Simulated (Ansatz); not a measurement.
Relaxation of CH$_{6}$BClGeS (11 atoms, charge 0, multiplicity 1), to a largest force component of 0.015 eV/Å in at most 40 steps.

All numbers below come from RKS PBE0-D4/def2-SVP (Ansatz 0.2.0).

```xyz
11
Properties=species:S:1:pos:R:3
Cl -1.887 -0.683 2.443
B -0.332 -0.087 1.712
C 0.404 -0.989 0.639
S -0.497 -1.203 -0.855
Ge -0.056 0.761 -1.755
H 0.153 0.947 2.074
H 1.447 -0.537 0.408
H 0.656 -1.968 1.102
H -0.531 1.917 -0.750
H 1.479 0.869 -1.907
H -0.771 0.916 -3.090
```

Question: Where does it end, and by what steps?

Answer: The run converged. After 15 steps the energy has fallen by 0.461 eV; H6 moved furthest, 0.71 Å. Joined: B2–S4.

```csv
step,energy less start (eV),largest force component (eV/Å),accepted
0,0.0000,2.507,yes
1,-0.2090,1.237,yes
2,-0.2402,0.719,yes
3,-0.2817,0.410,yes
4,-0.3195,0.256,yes
5,-0.3652,0.345,yes
6,-0.3977,0.781,yes
7,-0.4128,0.857,yes
8,-0.4349,0.596,yes
9,-0.4500,0.368,yes
10,-0.4552,0.136,yes
11,-0.4570,0.150,yes
12,-0.4596,0.080,yes
13,-0.4596,0.114,no
14,-0.4605,0.028,yes
15,-0.4610,0.008,yes
```

```xyz
11
Properties=species:S:1:pos:R:3
Cl -1.484 -0.785 2.753
B -0.341 -0.160 1.551
C 0.556 -1.122 0.732
S -0.771 -0.899 -0.552
Ge -0.059 0.938 -1.641
H -0.208 1.037 1.473
H 1.531 -0.787 0.357
H 0.562 -2.184 1.004
H -0.657 2.203 -1.015
H 1.475 0.941 -1.552
H -0.539 0.762 -3.089
```

The run took 59 s on 2 threads of AMD EPYC 7R13 Processor (Zen 3) (shared host), peak memory 0.36 GiB.
